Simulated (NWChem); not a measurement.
Everything below was run with NWChem. System: hydronium (H$_{3}$O (+1)), charge 1, spin multiplicity 1, at a geometry optimised with B3LYP/def2-SVP. Level: CCSD(T)/def2-TZVP, 1 core orbitals frozen.

The NWChem input:

```
start mol
memory heap 100 mb stack 700 mb global 1900 mb
charge 1
geometry units angstroms nocenter noautoz
  O     -0.000025     0.077442     0.000000
  H     -0.472033    -0.206672     0.817691
  H     -0.472033    -0.206672    -0.817691
  H      0.944265    -0.206192     0.000000
  symmetry group Cs
end
basis spherical
  * library def2-tzvp
end
scf
  rhf
  nopen 0
  maxiter 100
  thresh 1e-7
  semidirect memsize 60000000 filesize 0
end
tce
  freeze core 1
  ccsd(t)
  2eorb
  2emet 13
  thresh 1e-6
  maxiter 100
  tilesize 24
end
task tce energy
```

Part of the output:

```
             Northwest Computational Chemistry Package (NWChem) 7.3.0
             --------------------------------------------------------

                                NWChem Input Module
                                -------------------

 Scaling coordinates for geometry "geometry" by  1.889725989
 (inverse scale =  0.529177249)

 Turning off AUTOSYM since
 SYMMETRY directive was detected!

                             Geometry "geometry" -> ""
                             -------------------------

 Output coordinates in angstroms (scale by  1.889725989 to convert to a.u.)

  No.       Tag          Charge          X              Y              Z
 ---- ---------------- ---------- -------------- -------------- --------------
    1 O                    8.0000    -0.00002500     0.07744200     0.00000000
    2 H                    1.0000    -0.47203300    -0.20667200     0.81769100
    3 H                    1.0000    -0.47203300    -0.20667200    -0.81769100
    4 H                    1.0000     0.94426500    -0.20619200     0.00000000

 Effective nuclear repulsion energy (a.u.)      13.8517465910

            Nuclear Dipole moment (a.u.)
            ----------------------------
        X                 Y               Z
 ---------------- ---------------- ----------------
    -0.0000018897     0.0000000000     0.0000000000

      Symmetry information
      --------------------

 Group name             Cs
 Group number              2
 Group order               2
 No. of unique centers     3

      Symmetry unique atoms

     1    2    4


 Summary of "ao basis" -> "" (spherical)
 ------------------------------------------------------------------------------
       Tag                 Description            Shells   Functions and Types
 ---------------- ------------------------------  ------  ---------------------
 *                         def2-tzvp                  on all atoms

 Summary of "ao basis" -> "ao basis" (spherical)
 ------------------------------------------------------------------------------
       Tag                 Description            Shells   Functions and Types
[...]
          -----------------------
          Calculation type : Coupled-cluster singles & doubles w/ perturbation
   Perturbative correction : (T)
            Max iterations :      100
        Residual threshold : 0.10D-05
     T(0) DIIS level shift : 0.00D+00
     L(0) DIIS level shift : 0.00D+00
     T(1) DIIS level shift : 0.00D+00
     L(1) DIIS level shift : 0.00D+00
     T(R) DIIS level shift : 0.00D+00
     T(I) DIIS level shift : 0.00D+00
   CC-T/L Amplitude update :  5-th order DIIS
                I/O scheme : Global Array Library
        L-threshold :  0.10D-05
        EOM-threshold :  0.10D-05
 no EOMCCSD initial starts read in
 TCE RESTART OPTIONS
 SLICE:      F
 D4D5:       F
 quantumc:   F
 qrotation:  F
 pwtce:      F
 qducc:      F
 nacto:                         0
 nrotv:                         0
 nrot:                          0

            Memory Information
            ------------------
          Available GA space size is     249034399 doubles
          Available MA space size is     104854180 doubles

 Maximum block size supplied by input
 Maximum block size        24 doubles

 tile_dim =     16

 -------------------------------------------------
   1    alpha     a'     3 doubles       0       1
   2    alpha     a"     1 doubles       3       2
   3    beta      a'     3 doubles       4       1
   4    beta      a"     1 doubles       7       2
   5    alpha     a'    14 doubles       8       5
   6    alpha     a'    14 doubles      22       6
   7    alpha     a"    16 doubles      36       7
   8    beta      a'    14 doubles      52       5
   9    beta      a'    14 doubles      66       6
  10    beta      a"    16 doubles      80       7

 Global array virtual files algorithm will be used

 Parallel file system coherency ......... OK

 4-electron integrals stored in orbital form

 v2    file size   =           737776
 4-index algorithm nr.  13 is used
 imaxsize =       30
 imaxsize ichop =        0


CCSD iterations
 ---------------------------------------------------------
 Iter          Residuum       Correlation     Cpu    Wall
 ---------------------------------------------------------
    1   0.1278345747247  -0.2489332487823     0.1     0.1
    2   0.0307090843650  -0.2539780988249     0.1     0.1
    3   0.0105841598404  -0.2572432612439     0.1     0.1
    4   0.0041961288026  -0.2578306385156     0.1     0.1
    5   0.0017478585580  -0.2580818795936     0.1     0.1
    6   0.0002408326562  -0.2582178548492     0.1     0.1
    7   0.0000969066885  -0.2582266754029     0.2     0.2
    8   0.0000409743327  -0.2582262682304     0.2     0.2
    9   0.0000223489807  -0.2582263705256     0.2     0.2
   10   0.0000117733213  -0.2582264951183     0.1     0.1
   11   0.0000017446750  -0.2582267511764     0.2     0.2
   12   0.0000006635641  -0.2582266867191     0.1     0.1
 -----------------------------------------------------------------
 Iterations converged
 CCSD correlation energy / hartree =        -0.258226686719066
 CCSD total energy / hartree       =       -76.596375307687197

 Singles contributions

 Doubles contributions
 CCSD(T)
 Using plain CCSD(T) code
             total no. of tasks           74
 total no. of tasks / no. procs           74
                         wl_min         3136           3.8
                         wl_max        96768           6.8
        thresh for no. of tasks           74

 CCSD[T]  correction energy / hartree =        -0.006482618923436
 CCSD[T] correlation energy / hartree =        -0.264709305642503
 CCSD[T] total energy / hartree       =       -76.602857926610639
 CCSD(T)  correction energy / hartree =        -0.006323573353287
 CCSD(T) correlation energy / hartree =        -0.264550260072353
 CCSD(T) total energy / hartree       =       -76.602698881040482

 Task  times  cpu:        4.5s     wall:        4.5s

 Total times  cpu:        4.6s     wall:        4.6s
```
